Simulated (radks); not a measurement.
Results of a calculation; reference values are marked as such.
Task: The mean radii <r> (bohr) of the occupied orbitals of an atom or ion are listed with their occupations. Level of theory: non-relativistic Kohn-Sham, PBE, spin-polarised, spherical densities, point nucleus (a radial shooting solver on a logarithmic mesh with Libxc functionals).

orbital  occ.      <r>
1s up       1  0.04369
1s down     1  0.04369
2s up       1   0.1937
2s down     1   0.1937
2p up       3   0.1672
2p down     3   0.1672
3s up       1   0.5624
3s down     1   0.5622
3p up       3   0.5688
3p down     3   0.5682
3d up       5   0.5880
3d down     5   0.5851
4s up       1    1.616
4s down     1    1.615
4p up       3    1.848

Name the element and its charge. Open shells, if any, are filled with parallel spins first.

Result: Z = 35, bromine, charge +2: Br2+ in [Ar] 3d10 4s2 4p3. The 1s radius gives Z: for a bare nucleus <r> = 1.5/Z, 0.04286 bohr for Z = 35, and screening makes it slightly larger (0.04369 here). The occupations add up to 33, and the charge is Z minus that.
